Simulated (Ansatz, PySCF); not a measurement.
Potential energy curve for BH, singlet.

Methods: UHF/aug-cc-pVTZ (Ansatz, a program for electronic structure); RHF/aug-cc-pVTZ (Ansatz); UKS-PBE0 = unrestricted PBE0/aug-cc-pVTZ run with Ansatz; RKS-PBE0 = restricted PBE0/aug-cc-pVTZ (Ansatz); UKS-BLYP = unrestricted BLYP/aug-cc-pVTZ (Ansatz); RKS-BLYP = restricted BLYP/aug-cc-pVTZ (Ansatz); UKS-PBE = unrestricted PBE/aug-cc-pVTZ in Ansatz; RKS-PBE = restricted PBE/aug-cc-pVTZ (Ansatz); UKS-B3LYP/6-31G* = unrestricted B3LYP/6-31G*, spherical d in PySCF; RKS-B3LYP/6-31G* = restricted B3LYP/6-31G*, spherical d (PySCF); UKS-M06-2X/6-31G* = unrestricted M06-2X/6-31G*, spherical d (PySCF); RKS-M06-2X/6-31G* = PySCF 2.14.0 with restricted M06-2X/6-31G*, spherical d; UKS-B3LYP/LANL2DZ = unrestricted B3LYP/LANL2DZ (PySCF); RKS-B3LYP/LANL2DZ = restricted B3LYP/LANL2DZ run with PySCF; UKS-LDA (SVWN5)/6-31G* = PySCF with unrestricted LDA (SVWN5)/6-31G*, spherical d; RKS-LDA (SVWN5)/6-31G* = PySCF with restricted LDA (SVWN5)/6-31G*, spherical d.

Scanned distances (Å): 0.99, 1.04, 1.12, 1.16, 1.22, 1.24, 1.28, 1.31, 1.39, 1.45, 1.53, 1.65, 1.87, 2.09, 2.20, 2.46, 2.73, 3.00, 3.34, 3.76, 4.37, 4.94.

Problem. Where does the unrestricted solution first break spin symmetry (<S²> of 0.01 or more)?

Solution. UHF: already at 0.99 Å; UKS-PBE0: already at 0.99 Å; UKS-BLYP: already at 0.99 Å; UKS-PBE: already at 0.99 Å; UKS-B3LYP/6-31G*: already at 0.99 Å; UKS-M06-2X/6-31G*: already at 0.99 Å; UKS-B3LYP/LANL2DZ: already at 0.99 Å; UKS-LDA (SVWN5)/6-31G*: already at 0.99 Å.

```
R / Å  <S²> UHF  E(RHF) − E(UHF) / mEh  <S²> UKS-PBE0  E(RKS-PBE0) − E(UKS-PBE0) / mEh  <S²> UKS-BLYP  E(RKS-BLYP) − E(UKS-BLYP) / mEh  <S²> UKS-PBE  E(RKS-PBE) − E(UKS-PBE) / mEh  <S²> UKS-B3LYP/6-31G*  E(RKS-B3LYP/6-31G*) − E(UKS-B3LYP/6-31G*) / mEh  <S²> UKS-M06-2X/6-31G*  E(RKS-M06-2X/6-31G*) − E(UKS-M06-2X/6-31G*) / mEh  <S²> UKS-B3LYP/LANL2DZ  E(RKS-B3LYP/LANL2DZ) − E(UKS-B3LYP/LANL2DZ) / mEh  <S²> UKS-LDA (SVWN5)/6-31G*  E(RKS-LDA (SVWN5)/6-31G*) − E(UKS-LDA (SVWN5)/6-31G*) / mEh
-----  --------  ---------------------  -------------  -------------------------------  -------------  -------------------------------  ------------  -----------------------------  ---------------------  -----------------------------------------------  ----------------------  -------------------------------------------------  ----------------------  -------------------------------------------------  ---------------------------  -----------------------------------------------------------
0.99       0.53                    8.3           0.32                              2.1           0.15                              0.4          0.28                            1.5                   0.23                                              1.1                    0.11                                                0.2                    0.29                                                1.7                         0.12                                                          0.2
1.04       0.52                    7.9           0.30                              1.8           0.13                              0.3          0.26                            1.3                   0.21                                              0.9                    0.07                                                0.1                    0.26                                                1.3                         0.08                                                          0.1
1.12       0.50                    7.3           0.27                              1.4           0.09                              0.2          0.23                            0.9                   0.16                                              0.5                    0.02                                                0.0                    0.21                                                0.8                         0.01                                                          0.0
1.16       0.49                    7.0           0.25                              1.2           0.07                              0.1          0.20                            0.7                   0.14                                              0.4                    0.00                                                0.0                    0.18                                                0.6                         0.00                                                          0.0
1.22       0.48                    6.5           0.22                              0.9           0.04                              0.0          0.17                            0.5                   0.11                                              0.2                    0.00                                                0.0                    0.14                                                0.4                         0.00                                                          0.0
1.24       0.47                    6.4           0.21                              0.8           0.03                              0.0          0.16                            0.4                   0.10                                              0.2                    0.00                                                0.0                    0.12                                                0.3                         0.00                                                          0.0
1.28       0.46                    6.1           0.19                              0.7           0.01                              0.0          0.14                            0.3                   0.07                                              0.1                    0.00                                                0.0                    0.09                                                0.2                         0.00                                                          0.0
1.31       0.46                    5.9           0.18                              0.6           0.00                              0.0          0.12                            0.2                   0.06                                              0.1                    0.00                                                0.0                    0.07                                                0.1                         0.00                                                          0.0
1.39       0.44                    5.3           0.13                              0.3           0.00                              0.0          0.07                            0.1                   0.01                                              0.0                    0.00                                                0.0                    0.02                                                0.0                         0.00                                                          0.0
1.45       0.42                    4.8           0.10                              0.2           0.00                              0.0          0.03                            0.0                   0.00                                              0.0                    0.00                                                0.0                    0.00                                                0.0                         0.00                                                          0.0
1.53       0.40                    4.3           0.06                              0.1           0.00                              0.0          0.00                            0.0                   0.00                                              0.0                    0.00                                                0.0                    0.00                                                0.0                         0.00                                                          0.0
1.65       0.37                    3.5           0.00                              0.0           0.00                              0.0          0.00                            0.0                   0.00                                              0.0                    0.00                                                0.0                    0.00                                                0.0                         0.00                                                          0.0
1.87       0.36                    2.6           0.00                              0.0           0.00                              0.0          0.00                            0.0                   0.00                                              0.0                    0.00                                                0.0                    0.00                                                0.0                         0.00                                                          0.0
2.09       0.59                   11.2           0.00                              0.0           0.00                              0.0          0.00                            0.0                   0.00                                              0.0                    0.00                                                0.0                    0.00                                                0.0                         0.00                                                          0.0
2.20       0.66                   18.8           0.03                              0.0           0.00                              0.0          0.00                            0.0                   0.02                                              0.0                    0.01                                                0.0                    0.00                                                0.0                         0.00                                                          0.0
2.46       0.83                   39.0           0.47                              5.1           0.16                              0.5          0.12                            0.2                   0.41                                              4.4                    0.46                                                5.1                    0.40                                                4.1                         0.00                                                          0.0
2.73       0.92                   59.9           0.72                             15.1           0.46                              4.6          0.52                            4.6                   0.65                                             13.5                    0.74                                               17.1                    0.66                                               13.2                         0.35                                                          1.8
3.00       0.96                   78.9           0.85                             26.1           0.66                             10.4          0.73                           11.4                   0.80                                             23.5                    0.87                                               31.0                    0.81                                               23.5                         0.62                                                          7.4
3.34       0.99                   99.5           0.95                             38.9           0.80                             17.6          0.88                           20.0                   0.90                                             35.4                    0.96                                               47.8                    0.91                                               35.7                         0.79                                                         15.4
3.76       1.00                  120.0           0.99                             51.9           0.89                             24.9          0.97                           29.1                   0.97                                             47.7                    0.99                                               65.7                    0.97                                               48.2                         0.90                                                         24.2
4.37       1.01                  142.2           1.00                             64.9           0.97                             32.0          1.00                           38.2                   1.00                                             60.2                    0.41                                                  —                    1.00                                               61.0                         0.97                                                            —
4.94       1.01                  156.8           1.00                             72.3           1.00                             36.2          1.00                           43.0                   1.00                                             66.8                    1.00                                                  —                    1.00                                               68.2                         1.00                                                            —
```

A dash means that the run gave no value there, or that the column was ended at a point which the program doubted or which failed a test of continuity chosen for this set; such a test can also cut sound points.
